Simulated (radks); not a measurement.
Spin polarisation of the 3p2 shell in neutral silicon. Start: [Ne] 3s2 3p(up 1, down 1); electrons of 3p are moved from spin down to spin up, other shells keep equal spins. Calculated with a radial shooting solver on a logarithmic mesh with Libxc functionals: scalar-relativistic Kohn-Sham, PBE, spin-polarised, spherical densities, finite nucleus; Fermi nuclear charge, rms radius of each element as measured or else 0.836 A^(1/3) + 0.57 fm.

moment (Bohr magnetons)  E - E(0) (eV)  e(3p up) (eV)  e(3p down) (eV)  3s down minus up (eV)
0                                0.000         -4.081           -4.081                 0.000
0.5                             -0.049         -4.261           -3.869                  0.409
1                               -0.196         -4.411           -3.622                  0.824
1.5                             -0.444         -4.531           -3.334                  1.246
2                               -0.797         -4.621           -2.991                  1.680

At moment 2 the spin-polarisation energy is -0.797 eV and the 3p exchange splitting 1.629 eV, that is 0.815 eV per Bohr magneton; E = -I m^2/4 would give I = 0.797 eV.
